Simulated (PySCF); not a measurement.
Where the electron goes

CH5BrGeO.
Structure used (PBE0-D3(BJ)/def2-SVP), in Å, numbered top down from 1:
```xyz
9
CH5BrGeO angstrom
C     -1.294    0.499   -0.186
O     -0.510   -0.254    0.702
Ge     1.149   -0.698    0.295
Br     2.369    1.234   -0.058
H     -2.318    0.543    0.215
H     -1.342    0.050   -1.196
H     -0.919    1.534   -0.290
H      1.703   -1.419    1.523
H      1.186   -1.482   -1.027
```

Level of theory: PySCF, TDDFT CAM-B3LYP/def2-SVPD, vertical, gas phase, core orbitals frozen in the response. The CAM-B3LYP/def2-SVPD calculation is non-relativistic and has no spin–orbit coupling, an omission that weighs most on bromine and germanium.

Kohn–Sham orbitals with the atoms that hold most of them (Löwdin shares over 4%, at most four atoms; ? is withheld):

```json
{"orbital": "HOMO-3", "ε (eV)": "-10.56", "atoms": "O2 44%, Br4 18%, C1 15%, Ge3 8%"}
{"orbital": "HOMO-2", "ε (eV)": "-9.86", "atoms": "Br4 70%, O2 12%, Ge3 8%"}
{"orbital": "HOMO-1", "ε (eV)": "-9.72", "atoms": "O2 49%, Br4 26%, C1 10%, H7 6%"}
{"orbital": "HOMO", "ε (eV)": "-9.66", "atoms": "?"}
{"orbital": "LUMO", "ε (eV)": "?", "atoms": "?"}
{"orbital": "LUMO+1", "ε (eV)": "0.94", "atoms": "Ge3 40%, Br4 19%, C1 11%, H9 8%"}
{"orbital": "LUMO+2", "ε (eV)": "1.01", "atoms": "Ge3 36%, Br4 23%, H9 13%, H8 12%"}
```

Task: Give the leading atoms of the HOMO.

Result: Br4 (bonded to Ge) 72%; Ge3 (bonded to Br, O and 2 H) 11%; H9 (bonded to Ge) 6%; O2 (bonded to C and Ge) 6%.

Task: Give the leading atoms of the LUMO.

Result: Br4 (bonded to Ge) 38%; Ge3 (bonded to Br, O and 2 H) 28%; H9 (bonded to Ge) 12%; H8 (bonded to Ge) 12%. By element: bromine 38%, germanium 28%, hydrogen 23% or more.

Task: What is the LUMO energy, and the HOMO–LUMO gap?

Result: ε(LUMO) = 0.28 eV; the gap is 9.93 eV (0.3650 hartree).

Task: How does S1 compare with the orbital gap of 9.93 eV?

Result: S1 is at 6.41 eV (f = 0.022), 3.52 eV below the gap, made of HOMO→LUMO (87%). Without the coupling terms of the response equations the lowest excitation would equal the gap.

Next come S2 at 6.58 eV (f 0.020), HOMO-2→LUMO (70%), HOMO-1→LUMO (21%); S3 at 6.91 eV (f 0.046), HOMO-1→LUMO (56%), HOMO-2→LUMO (19%); S4 at 7.18 eV (f 0.0038), HOMO-1→LUMO+2 (36%), HOMO-1→LUMO+1 (26%), HOMO→LUMO+2 (10%); S5 at 7.43 eV (f 0.0038), HOMO→LUMO+2 (51%), HOMO→LUMO+1 (22%), HOMO-1→LUMO+2 (11%).

On one thread, x86-64 server, shared host, this took 2.1 min wall.

One conformer stands for the species.
